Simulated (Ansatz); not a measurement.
`[Cl][GeH2][Br]` + HBr → `[Br][GeH2][Br]` + HCl at 700 K and 1 bar (ligand exchange at a Ge–Cl bond).

Calculated with Ansatz (gas phase, PBE0-D4/def2-TZVP geometries, no zero-point term in ΔE). CCSD(T)/CBS adds triple-zeta CCSD(T) − MP2 to the extrapolated MP2 energy (def2 sets, frozen cores). This one scheme is used for every species. For Br, Ge outer-core shells are correlated without core-valence functions, which leaves a few kJ/mol of doubt a bond. Scalar relativity is left out up to krypton.

```csv
species,CCSD(T)/CBS energy (Eh),H − E (kJ/mol),S (J/(mol·K))
`[Cl][GeH2][Br]`,-5110.48619,95.4,386.2
HBr,-2573.91920,36.5,223.7
`[Br][GeH2][Br]`,-7224.02757,95.0,392.9
HCl,-460.38127,38.4,211.8
```

H − E and S are ideal-gas, rigid-rotor, harmonic terms from PBE0-D4/def2-TZVP. 1 Eh = 2625.50 kJ/mol, R = 8.31446 J/(mol·K).

Question: By hand: ΔE, ΔH, ΔS and ΔG.

Answer: ΔE = (-7224.02757) + (-460.38127) − (-5110.48619) − (-2573.91920) = -0.00345 Eh = -9.1 kJ/mol. Δ(H − E) = 95.0 + 38.4 − 95.4 − 36.5 = 1.5, so ΔH = -7.6 kJ/mol. ΔS = 392.9 + 211.8 − 386.2 − 223.7 = -5.2 J/(mol·K). ΔG = -7.6 − 700 × (-5.2)/1000 = -4.0 kJ/mol.

Question: By hand: the equilibrium constant, and the temperature at which ΔG would vanish if ΔH and ΔS stayed fixed.

Answer: log₁₀ K = −ΔG/(RT ln 10) = 0.3. ΔG = 0 at ΔH/ΔS = 1462 K, though so small a ΔH makes that figure unsure.

TΔS isn't small against ΔH here. The sign of ΔG lies within the doubt. A doubt of 5 kJ/mol in ΔE shifts log₁₀ K by 0.4 here. These are equilibria of isolated gas molecules and say nothing of rates. Largest T1 diagnostic: 0.009 (customary marks: 0.02 for closed shells, 0.045 for open ones).
